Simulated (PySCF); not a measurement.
C8H15P.
Atom-mapped SMILES: `[CH2:1]=[CH:2][P:3]([CH:4]=[CH2:5])[C:6]([CH3:7])([CH3:8])[CH3:9]` (hydrogens: H10, H11 on C1; H12 on C2; H13 on C4; H14, H15 on C5; H16, H17, H18 on C7; H19, H20, H21 on C8; H22, H23, H24 on C9)

Structure used (PBE0-D3(BJ)/def2-SVP), in Å, numbered top down from 1:
```xyz
24
C8H15P angstrom
C      2.4796   -1.5790    0.7751
C      1.2803   -1.0827    1.0994
P      0.6129    0.5389    0.6151
C      1.5635    0.8500   -0.9106
C      2.0090    2.0703   -1.2235
C     -1.0883    0.0493   -0.0810
C     -1.9354   -0.4283    1.0995
C     -1.6983    1.3254   -0.6610
C     -1.0107   -1.0348   -1.1508
H      3.1628   -1.0536    0.1002
H      2.8316   -2.5288    1.1887
H      0.6560   -1.6437    1.8060
H      1.7625    0.0099   -1.5894
H      2.5563    2.2636   -2.1520
H      1.8407    2.9242   -0.5586
H     -1.5606   -1.3715    1.5251
H     -2.9710   -0.6104    0.7659
H     -1.9672    0.3228    1.9046
H     -1.1033    1.7123   -1.5025
H     -2.7163    1.1209   -1.0333
H     -1.7678    2.1194    0.0990
H     -0.5141   -1.9428   -0.7755
H     -0.4612   -0.6897   -2.0394
H     -2.0261   -1.3153   -1.4805
```

All values: PBE0/pcSseg-1 (PySCF, non-relativistic), on one gas-phase PBE0-D3(BJ)/def2-SVP geometry that isn't relaxed in the solvent. The solvent is an IEF-PCM continuum (cavity from Bondi-type radii × 1.2). Only the electrostatic response of the medium enters.

Gas phase at PBE0/pcSseg-1: HOMO -6.28 eV, LUMO -0.44 eV, dipole 1.22 D.

Task: What does the continuum do to the energy, the frontier levels and the dipole at PBE0/pcSseg-1 in dichloromethane and acetone?

Result: 
```json
{"solvent": "dichloromethane", "ε": "8.93", "E(solvent) − E(gas) (kcal/mol)": "-2.96", "polarisation term (kcal/mol)": "-3.32", "distortion of the solute (kcal/mol)": "0.36", "HOMO (eV)": "-6.38", "LUMO (eV)": "-0.39", "dipole (D)": "1.69"}
{"solvent": "acetone", "ε": "20.49", "E(solvent) − E(gas) (kcal/mol)": "-3.34", "polarisation term (kcal/mol)": "-3.81", "distortion of the solute (kcal/mol)": "0.47", "HOMO (eV)": "-6.40", "LUMO (eV)": "-0.40", "dipole (D)": "1.77"}
```

Polarisation term: ½ Σ q·V over the induced surface charges. Distortion: the rise of the solute's own energy as its density leaves the gas-phase optimum. From dichloromethane to acetone the lowering changes by a factor 1.13, Onsager's factor (ε − 1)/(2ε + 1) by 1.10 and ε itself by 2.3.

Task: Which radius a makes the point-dipole formula ΔE = −[(ε − 1)/(2ε + 1)]·μ²/a³ give the value in acetone, with the gas-phase dipole?

Result: μ = 0.480 au and |ΔE| = 0.00532 Eh give a = 1.44 Å; the farthest nucleus lies 4.04 Å from the centroid of the nuclei, so such a sphere wouldn't even hold the nuclei. The formula assumes a rigid point dipole at the centre of a sphere.

Task: Give the dipole vector in the frame of the coordinates (D, pointing from negative to positive charge), gas and acetone.

Result: Gas (-0.36, -0.49, -1.06), solvent (-0.55, -0.82, -1.47). Its length changes by +45 % and its direction by 4°.

Task: Which Hirshfeld charges (PBE0/pcSseg-1) respond most in acetone (means over atoms taken as equivalent)?

Result: 
```
   atoms                     environment  gas (e)  solvent (e)  change
      P3            phosphine phosphorus   +0.154       +0.126  -0.028
 H12/H13                vinylic hydrogen   +0.042       +0.048  +0.006
 H11/H14                vinylic hydrogen   +0.048       +0.054  +0.006
   C2/C4                alkene CH carbon   -0.092       -0.095  -0.003
   C1/C5            terminal =CH2 carbon   -0.090       -0.093  -0.003
      C6  sp3 carbon bound to phosphorus   -0.010       -0.008  +0.002
H16 (×9)                 methyl hydrogen   +0.035       +0.037  +0.002
 H10/H15                vinylic hydrogen   +0.042       +0.044  +0.002
C7/C8/C9                   methyl carbon   -0.122       -0.122   0.000
```
